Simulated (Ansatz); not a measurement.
Program: Ansatz. Geometries: PBE0-D4/def2-TZVP. ΔE: electronic, gas phase. CBS: MP2 limit from def2 TZ/QZ plus the TZ coupled-cluster correction, frozen cores. This one scheme is used for every species. DFT in def2-TZVPP. Elements past krypton have def2 core potentials. For Ge, Te outer-core shells are correlated without core-valence functions, which leaves a few kJ/mol of doubt a bond. Scalar relativity is left out up to krypton. One conformer a species, not always the lowest.

`[CH3][GeH2][TeH]` + `NCCO` → `[CH3][GeH2][CH2]N` + `OC[TeH]`  (formal exchange of groups at a Ge–Te bond)

```csv
level,ΔE (eV)
PBE0-D4,1.14
ωB97M-V,1.13
PBE,1.03
r2SCAN,1.10
MP2/def2-TZVPP,1.11
CCSD/def2-TZVPP,1.12
CCSD(T)/def2-TZVPP,1.09
MP2/def2-QZVPP,1.12
```

Q: What does CCSD(T)/CBS give? (Estimate.)

A: Ansatz gave: +1.10 eV. The listed levels differ from it by 0.04, 0.03, -0.07, 0.00, 0.01, 0.02, -0.01, 0.02 eV.

Largest T1 diagnostic among the species: 0.011.

From PBE to PBE0 (25 % exact exchange), in def2-TZVPP and without D4, ΔE moves by +0.11 eV. In def2-TZVPP, CCSD(T) changes the Hartree–Fock value by −0.24 eV (the triples alone add −0.04 eV) and MP2 by −0.21 eV.
